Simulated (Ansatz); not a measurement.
`C[Se][GeH2][OH]` + `NCF` → `[OH][GeH2][NH]CF` + `C[SeH]`  (ligand exchange at a Ge–Se bond)

Computed with Ansatz on PBE0-D4/def2-TZVP structures; ΔE is electronic, products minus reactants. CCSD(T)/CBS is the MP2 limit (def2-TZVPP, def2-QZVPP) plus CCSD(T) − MP2 in def2-TZVPP, frozen cores. Functionals use def2-TZVPP. B3LYP here is the variant with VWN-RPA as its local correlation; programs differ in this. For Ge, Se outer-core shells are correlated without core-valence functions, which leaves a few kJ/mol of doubt a bond. Scalar relativity is left out up to krypton. One conformer a species, not always the lowest.

| level | ΔE (kcal/mol) | difference from CCSD(T)/CBS |
| --- | --- | --- |
| r2SCAN-D4 | 12.5 | 1.3 |
| PBE0-D4 | 13.3 | 2.1 |
| ωB97M-V | 11.2 | 0.0 |
| B2PLYP | 11.4 | 0.2 |
| PBE | 13.4 | 2.2 |
| PBE0 | 13.2 | 2.0 |
| B3LYP | 12.0 | 0.8 |
| HF/def2-TZVPP | 10.8 | -0.4 |
| MP2/def2-TZVPP | 11.1 | -0.1 |
| SCS-MP2/def2-TZVPP | 10.3 | -0.9 |
| CCSD/def2-TZVPP | 10.2 | -1.0 |
| CCSD(T)/def2-TZVPP | 10.3 | -0.9 |
| HF/def2-QZVPP | 10.6 | -0.6 |
| SCS-MP2/def2-QZVPP | 10.7 | -0.5 |
| HF/CBS(def2) | 10.6 | -0.6 |
| CCSD/CBS(def2) | 11.1 | -0.1 |
| CCSD(T)/CBS | 11.2 | 0 |

Largest T1 diagnostic among the species: 0.012.
